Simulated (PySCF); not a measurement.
CHF2NO2Si, SMILES O=C=N[Si](O)(F)F. Atoms are numbered in the order given.

```xyz
8

O      0.0224    -3.3305     0.0000
C      0.0107    -2.1531     0.0000
N     -0.0052    -0.9431     0.0000
Si     0.0028     0.7484     0.0000
O      1.5648     1.2554     0.0000
F     -0.8042     1.3014     1.2895
F     -0.8042     1.3014    -1.2895
H      1.7120     2.2173     0.0000
```

Coordinates come from a PBE-D3(BJ)/def2-SVP optimisation. The structure was generated by enumeration, and PubChem lists no compound with its InChIKey, so it may never have been made. Other conformers were not sampled.

All values below come from PBE-D3(BJ)/def2-SVP (PySCF 2.14.0).

Frequencies are harmonic and unscaled.

Computed normal modes with their intensities:
```json
[
 {"mode": "1", "ν (cm⁻¹)": "38", "IR (km/mol)": "0.7", "moving atoms (share of kinetic energy)": "O 50 %, N 33 %, F 12 %"},
 {"mode": "2", "ν (cm⁻¹)": "44", "IR (km/mol)": "0.2", "moving atoms (share of kinetic energy)": "F 35 %, N 34 %, O 28 %"},
 {"mode": "3", "ν (cm⁻¹)": "161", "IR (km/mol)": "72.8", "moving atoms (share of kinetic energy)": "H 68 %, F 23 %"},
 {"mode": "4", "ν (cm⁻¹)": "251", "IR (km/mol)": "1.9", "moving atoms (share of kinetic energy)": "F 46 %, N 25 %, O 22 %"},
 {"mode": "5", "ν (cm⁻¹)": "276", "IR (km/mol)": "35.5", "moving atoms (share of kinetic energy)": "H 27 %, F 27 %, O 21 %, N 21 %"},
 {"mode": "6", "ν (cm⁻¹)": "310", "IR (km/mol)": "48.5", "moving atoms (share of kinetic energy)": "F 39 %, O 29 %, C 9 %, N 8 %"},
 {"mode": "7", "ν (cm⁻¹)": "350", "IR (km/mol)": "46.1", "moving atoms (share of kinetic energy)": "F 38 %, O 27 %, Si 21 %, N 12 %"},
 {"mode": "8", "ν (cm⁻¹)": "356", "IR (km/mol)": "31.7", "moving atoms (share of kinetic energy)": "F 44 %, Si 22 %, O 16 %, N 15 %"},
 {"mode": "9", "ν (cm⁻¹)": "585", "IR (km/mol)": "27.6", "moving atoms (share of kinetic energy)": "C 72 %, O 15 %, N 12 %"},
 {"mode": "10", "ν (cm⁻¹)": "585", "IR (km/mol)": "23.9", "moving atoms (share of kinetic energy)": "C 71 %, O 16 %, N 12 %"},
 {"mode": "11", "ν (cm⁻¹)": "595", "IR (km/mol)": "108.5", "moving atoms (share of kinetic energy)": "O 30 %, Si 27 %, F 20 %, C 11 %"},
 {"mode": "12", "ν (cm⁻¹)": "760", "IR (km/mol)": "134.1", "moving atoms (share of kinetic energy)": "H 50 %, O 29 %, F 18 %"},
 {"mode": "13", "ν (cm⁻¹)": "878", "IR (km/mol)": "283.8", "moving atoms (share of kinetic energy)": "Si 37 %, H 27 %, F 26 %, O 9 %"},
 {"mode": "14", "ν (cm⁻¹)": "949", "IR (km/mol)": "174.8", "moving atoms (share of kinetic energy)": "F 50 %, Si 50 %"},
 {"mode": "15", "ν (cm⁻¹)": "984", "IR (km/mol)": "170.3", "moving atoms (share of kinetic energy)": "Si 48 %, O 34 %, F 12 %"},
 {"mode": "16", "ν (cm⁻¹)": "1516", "IR (km/mol)": "68.8", "moving atoms (share of kinetic energy)": "N 57 %, O 37 %"},
 {"mode": "17", "ν (cm⁻¹)": "2429", "IR (km/mol)": "1224.0", "moving atoms (share of kinetic energy)": "C 69 %, N 19 %, O 12 %"},
 {"mode": "18", "ν (cm⁻¹)": "3775", "IR (km/mol)": "121.0", "moving atoms (share of kinetic energy)": "H 94 %"}
]
```
